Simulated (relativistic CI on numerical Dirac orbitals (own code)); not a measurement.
**Energy levels of Kr²⁶⁺**

These numbers are calculated, not measured: Dirac-Coulomb-Breit CI, separate exchange-only KLI orbitals for each configuration, QED by a radiative potential, unscaled Slater integrals (own radial code, finite nucleus).

Configuration list (outside the closed core 1s2): 2s2 2p6, 2s2 2p5 3s, 2s2 2p5 3p, 2s2 2p5 3d, 2s 2p6 3s, 2s 2p6 3p, 2s 2p6 3d, 2s2 2p5 4s, 2s2 2p5 4p, 2s2 2p5 4d, 2s2 2p5 4f, 2s 2p6 4s, 2s 2p6 4p, 2s2 2p4 3s2, 2s 2p6 4d, 2s 2p6 4f. Levels of other configurations are missing.

```tsv
No.	Configuration	Term	J	E (Ry)	%	Next component (%)	Landé g
1	2s2 2p6	1S	0	0.000	100		
2	2s2 2p5 3s	3P°	2	121.137	100		1.495
3	2s2 2p5 3s	1P°	1	121.377	62	38 3P°	1.180
4	2s2 2p5 3p	3S	1	124.907	55	38 3P	1.717
5	2s2 2p5 3p	3D	2	125.138	53	32 1D	1.156
6	2s2 2p5 3s	3P°	0	125.185	100		
7	2s2 2p5 3s	3P°	1	125.307	62	37 1P°	1.306
8	2s2 2p5 3p	3D	3	125.987	100		1.329
9	2s2 2p5 3p	1P	1	126.024	59	20 3S	1.152
10	2s2 2p5 3p	3P	2	126.340	67	33 1D	1.332
11	2s2 2p5 3p	3P	0	127.511	73	27 1S	
12	2s2 2p5 3p	3D	1	129.092	71	27 1P	0.661
13	2s2 2p5 3p	3P	1	130.104	56	21 3S	1.451
14	2s2 2p5 3p	3D	2	130.198	47	35 1D	1.164
15	2s2 2p5 3d	3P°	0	130.674	100		
16	2s2 2p5 3p	1S	0	130.787	73	27 3P	
17	2s2 2p5 3d	3P°	1	130.849	84	15 3D°	1.345
18	2s2 2p5 3d	3F°	3	131.131	59	34 1F°	1.068
19	2s2 2p5 3d	3F°	4	131.159	100		1.246
20	2s2 2p5 3d	3P°	2	131.171	53	41 3D°	1.322
21	2s2 2p5 3d	1D°	2	131.404	57	24 3F°	0.969
22	2s2 2p5 3d	3D°	3	131.624	68	31 1F°	1.224
23	2s2 2p5 3d	3D°	1	132.462	49	44 1P°	0.790
24	2s2 2p5 3d	3F°	2	135.140	71	24 1D°	0.774
25	2s2 2p5 3d	3D°	2	135.355	42	39 3P°	1.255
26	2s2 2p5 3d	3F°	3	135.467	40	35 1F°	1.113
27	2s2 2p5 3d	1P°	1	136.071	55	36 3D°	0.861
28	2s 2p6 3s	3S	1	138.888	99	1 2s2 2p5 3p 3S	1.996
29	2s 2p6 3s	1S	0	139.660	100		
30	2s 2p6 3p	3P°	0	142.782	99		
31	2s 2p6 3p	3P°	1	142.855	77	23 1P°	1.381
32	2s 2p6 3p	3P°	2	143.772	99		1.497
33	2s 2p6 3p	1P°	1	143.972	77	23 3P°	1.113
34	2s 2p6 3d	3D	1	148.641	100		0.498
35	2s 2p6 3d	3D	2	148.699	98	2 1D	1.160
36	2s 2p6 3d	3D	3	148.830	100		1.330
37	2s 2p6 3d	1D	2	149.441	98	2 3D	1.001
38	2s2 2p5 4s	3P°	2	164.272	100		1.495
39	2s2 2p5 4s	1P°	1	164.353	65	35 3P°	1.165
40	2s2 2p5 4p	3S	1	165.839	48	44 3P	1.669
41	2s2 2p5 4p	3D	2	165.901	51	33 1D	1.156
42	2s2 2p5 4p	3D	3	166.248	100		1.330
43	2s2 2p5 4p	1P	1	166.269	62	22 3S	1.171
44	2s2 2p5 4p	3P	2	166.375	68	32 1D	1.334
45	2s2 2p5 4p	1S	0	166.920	55	45 3P
```

Energies count from the lowest computed level; ° marks odd parity.

The mean weight of the leading LS term, summed over parents, in these 45 levels is 74 %, and that of the leading jj configuration (from the same eigenvectors) 94 %, so jj coupling describes them better and the LS labels are nominal.

At this charge energies of transitions that change n are usually good to better than 1 %, and those within a shell (Δn = 0) to a few per cent.

LS names give the leading component of a level, which can be under half, so a name can repeat, a term be missing and a line seem to break the LS rules.
